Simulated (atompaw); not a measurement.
**erbium (Er): variants of one PAW (atompaw) potential**

Base potential:

atompaw 4.2.0.5 input, output lines left out:

```
Er 68
GGA-PBE scalarrelativistic loggrid 2001 logderivrange -8 5 326
6 6 5 4 0 0
6 0 0
6 1 0
5 2 0
4 3 11
0 0 0
c
c
c
c
v
v
c
c
c
v
v
c
c
v
v
3
3.00 2.40 2.30 3.00
n
n
y
2.6
n
y
0.4
n
bloechl besselshape
4 0 vpsmatchnc
```

All-electron outer shells of the reference configuration (PBE, scalar-relativistic, ld1.x):

```
shell  level (eV)  outermost node (bohr)  outermost maximum (bohr)
   4p     -348.02                   0.27                      0.49
   4d     -198.62                   0.25                      0.51
   5s      -81.99                   0.60                      1.10
   5p      -55.37                   0.65                      1.26
   4f      -35.44                      –                      0.51
   5d      -24.98                   0.72                      1.70
   6s      -23.68                   1.46                      2.73
   6p      -17.74                   1.71                      3.26
```

Cutoffs, loose and tight: the cutoffs (Ry, on a coarse ladder) from which the occupation-weighted sum of valence levels, in a spherical-Bessel basis at the reference potential, stays within 10 and 1 mRy of its value at 400 Ry. They see the waves, projectors and local potential, not the compensation charge or the core. A dash means not determined.

Cutoffs are not given where the Bessel-basis levels miss the radial ones by over 6 mRy, ghosts where they miss by over 20 mRy; a channel whose overlap is not positive is not tested.

```tsv
change	outcome	cutoff, loose	cutoff, tight	bound ghosts
base	generated, no UPF (negative core plus compensation charge)	60 Ry	80 Ry	none
local potential bessel scheme, radius 2.30 bohr	generated	30 Ry	40 Ry	none
augmentation sinc compensation charge, radius 2.40 bohr; PAW radius 3.00 bohr; waves and projectors: bloechl	generated, no UPF (negative core plus compensation charge)	60 Ry	80 Ry	none
wave 4f channel at 0.4 Ry becomes 4f channel at -1.96 Ry	generated, no UPF (negative core plus compensation charge)	60 Ry	80 Ry	none
```

Task: What comes out with this change to the base: local potential vpsmatchnc scheme with l = 4 at 0 Ry, radius 2.76 bohr?

Result: outcome: generated; cutoff, loose: 45 Ry; cutoff, tight: 55 Ry; bound ghosts: none.

Task: What comes out with this change to the base: waves 5s (bound): rc 1.45 bohr; 6s (bound): rc 3.00 bohr; 5p (bound): rc 1.65 bohr; 6p (bound): rc 2.20 bohr; 5d (bound): rc 3.00 bohr; 5d channel at 2.6 Ry: rc 3.00 bohr; 4f (bound): rc 1.25 bohr; 4f channel at 0.4 Ry: rc 1.25 bohr; augmentation besselshape compensation charge, radius 2.40 bohr; PAW radius 3.00 bohr; waves and projectors: custom polynom2 7 10 vanderbiltortho?

Result: outcome: generated; bound ghosts: not determined.

Task: What comes out with this change to the base: augmentation besselshape compensation charge, radius 1.72 bohr; PAW radius 3.00 bohr; waves and projectors: bloechl?

Result: outcome: generated; cutoff, loose: 60 Ry; cutoff, tight: 80 Ry; bound ghosts: none.
